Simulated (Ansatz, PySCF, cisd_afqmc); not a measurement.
System: GeH$_{2}$Br$_{2}$, charge 0, singlet. GeH2Br2 (SMILES [Br][GeH2][Br]).
B3LYP-D3(BJ)/def2-TZVP minimum from Ansatz (a first-principles code):
```xyz
5

Ge    -0.0158    -0.8865     0.0234
Br     1.8961     0.4213     0.0222
Br    -1.8799     0.4867    -0.0462
H     -0.0532    -1.6721     1.3361
H     -0.0076    -1.7411    -1.2460
```

Atomisation energy term by term, kcal/mol (programs: Ansatz, cisd_afqmc). Open shells are spin-unrestricted; no spin-orbit coupling. Correlated methods leave the cores frozen (noble-gas shells, and filled d and f shells in the p block). No relativity. AFQMC is phaseless with a CISD trial state; ± is one standard error, without the phaseless bias. Outlying blocks are dropped, and bars are widened where a walk drifts. Over all cases where full CI ran beside it in this data, AFQMC minus full CI had a median of +0.1 mEh and passed +0.4 mEh in a tenth of the cases. CBS(X,Y): correlation extrapolated as X^-3, Hartree-Fock from the larger set (Q,5: extrapolated as (X+1)exp(-9√X)). A bracket is a step between two methods taken in the basis named. For partners of very few electrons the exact lower level stands in for a higher one. Spin-orbit terms, left out, reach several kcal/mol for Br and I, and more for heavier atoms.

```csv
term,basis,kcal/mol
Hartree-Fock,"CBS(cc-pVQZ,cc-pV5Z)",212.26
CCSD correlation,"CBS(cc-pVQZ,cc-pV5Z)",76.88
(T),"CBS(cc-pVQZ,cc-pV5Z)",6.09
CCSDT(Q) - CCSD(T),cc-pVTZ,0.10
minus zero-point energy,"harmonic, PySCF's Hessian at B3LYP-D3(BJ)/def2-TZVP",-11.06
sum: D0,,284.3
```

The step beyond CCSD(T) by other levels: AFQMC/CISD in cc-pVDZ 0.35 ± 0.21; CCSDT(Q) in cc-pVDZ 0.40 kcal/mol.
